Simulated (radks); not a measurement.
Task: These are the eigenvalues of the occupied orbitals of an atom or ion with whole-number occupations (Ry). Calculated with a radial shooting solver on a logarithmic mesh with Libxc functionals: scalar-relativistic Kohn-Sham, BLYP, spin-polarised, spherical densities, finite nucleus; Fermi nuclear charge, rms radius of each element as measured or else 0.836 A^(1/3) + 0.57 fm.

1s up: -5431.175
1s down: -5431.172
2s up: -948.5071
2s down: -948.4897
2p up: -826.5754
2p down: -826.5601
3s up: -223.0518
3s down: -223.0446
3p up: -187.2346
3p down: -187.2264
3d up: -147.1540
3d down: -147.1408
4s up: -49.45389
4s down: -49.43481
4p up: -37.70091
4p down: -37.68255
4d up: -23.09458
4d down: -23.07298
5s up: -9.76646
5s down: -9.62967
4f up: -6.86359
4f down: -6.82868
5p up: -6.72497
5p down: -6.56029
5d up: -3.19993
6p up: -1.93586

Which element is it, and in what charge state? The configuration may be excited. Open shells, if any, are filled with parallel spins first.

Result: Z = 76, osmium, charge +3: Os3+ in [Xe] 4f14 5d3 6p2. The list shows which subshells hold electrons but not how many an open one holds; the 1s level, -2715.6 hartree, gives Z - s = 73.7 by -(Z - s)^2/2, which with screening and relativity narrows Z to a few neighbours, and the depths of the outer levels then fix element, charge and occupations together.
